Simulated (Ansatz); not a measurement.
System: C2H3BBr, charge 0, multiplicity 2. It need not be the lowest isomer of its formula. 
Geometry from a B3LYP-D3(BJ)/def2-TZVP (Ansatz, a program for electronic structure) optimisation:
```
C
C 1 1.3395
H 2 1.0838 1 121.02
H 2 1.0846 3 116.69 1 -180.00
H 1 1.0894 2 118.46 3 180.00
B 1 1.5241 5 120.36 2 180.00
Br 6 1.8979 1 126.18 5 0.00
```
Charge 0, spin multiplicity 2.

Basis-set convergence of Hartree-Fock and MP2 correlation energies (hartree) with Ansatz. Cores are frozen in the correlated levels unless marked. UHF or UKS for open shells. Spin-orbit coupling is left out. Frozen are the shells of the preceding noble gas and the d and f shells that filled before the atom's block. No relativistic terms.

| basis | functions | E(HF) | E(corr, MP2) |
|---|---|---|---|
| aug-cc-pVDZ | 132 | -2674.52730 | -0.44854 |
| aug-cc-pVTZ | 266 | -2674.62419 | -0.55417 |
| aug-cc-pVQZ | 471 | -2674.63259 | -0.59199 |

Extrapolating the two largest sets (X = 3 and 4) as X^-3: E(corr) = (64·(-0.59199) - 27·(-0.55417))/37 = -0.6196 Eh, an estimate of the basis-set limit. The largest set recovers 95.5 % of it, the smallest 72.4 %.
